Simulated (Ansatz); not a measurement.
A structure relaxed at PBE-D4/def2-SVP in Ansatz, charge 1, sextet:

```tsv
atom	x (Å)	y (Å)	z (Å)
Fe1	0.367	0.068	0.154
F2	1.252	-1.020	1.298
O3	-1.068	0.709	-1.334
H4	-1.326	0.099	-2.055
H5	-0.691	1.505	-1.763
F6	1.251	1.570	-0.367
O7	-1.275	-1.274	0.504
H8	-2.181	-0.955	0.684
H9	-1.046	-1.914	1.209
O10	-0.384	1.272	1.774
H11	-0.009	2.170	1.645
H12	-0.027	0.967	2.635
O13	1.318	-1.014	-1.452
H14	1.832	-1.759	-1.074
H15	1.987	-0.424	-1.858
```

Question: Give its formula, name or SMILES.

Answer: cis-[FeF2(H2O)4]+ (FeO4F2H8⁺).

Question: Summarise the bond lengths by kind (pairs closer than 1.2 times the sum of covalent radii, bridged metal pairs left out).

Answer: 4 × Fe–O 2.15 to 2.16 Å; 2 × F–Fe 1.81 to 1.82 Å; 8 × H–O 0.98 Å. The metal has 6 neighbours: F 1.81 Å, O 2.16 Å, F 1.82 Å, O 2.15 Å, O 2.15 Å, O 2.16 Å.
